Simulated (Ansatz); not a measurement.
This geometry of CH4NSb (7 atoms, charge 0, multiplicity 1) is a first-order saddle point.

Method: RKS PBE0-D4/def2-SVP (Ansatz 0.2.0).

```xyz
7
Properties=species:S:1:pos:R:3
C -1.211 -0.359 -0.812
N -0.286 -0.177 0.003
Sb 1.069 -0.010 1.438
H -1.234 -1.214 -1.527
H -2.089 0.325 -0.899
H 1.347 1.690 1.286
H 2.464 -0.322 0.466
```

Q: Which two structures does it join? (They come from a converged band through this point; their orientation in space is the band's.)

A: No bond is made or broken. The dihedral H5–C1–N2–Sb3 changes from 3 to 178° by way of a nearly straight angle C1–N2–Sb3 (up to 174°), not by a turn about the bond. The two ends are copies of one structure, up to a mirror image or an exchange of like atoms.

Image 0:

```xyz
7
Properties=species:S:1:pos:R:3
C -0.999 -0.434 -0.687
N -0.134 -0.988 0.045
Sb 0.959 0.124 1.435
H -1.591 -1.057 -1.386
H -1.235 0.652 -0.714
H 0.652 1.675 0.730
H 2.408 -0.040 0.530
```

Image 8:

```xyz
7
Properties=species:S:1:pos:R:3
C -1.058 -0.335 -0.649
N -0.833 0.175 0.482
Sb 1.042 -0.014 1.383
H -0.321 -0.870 -1.285
H -2.074 -0.252 -1.084
H 1.393 1.651 1.164
H 1.912 -0.423 -0.057
```

Q: How far does it lie above each of them?

A: 0.54 eV above the first and 0.54 eV above the second. This is the barrier of this one path; another mechanism may lie lower.

Time of the run: 8.3 min on 1 thread of AMD EPYC (Zen 3) (shared host), peak memory 0.16 GiB.
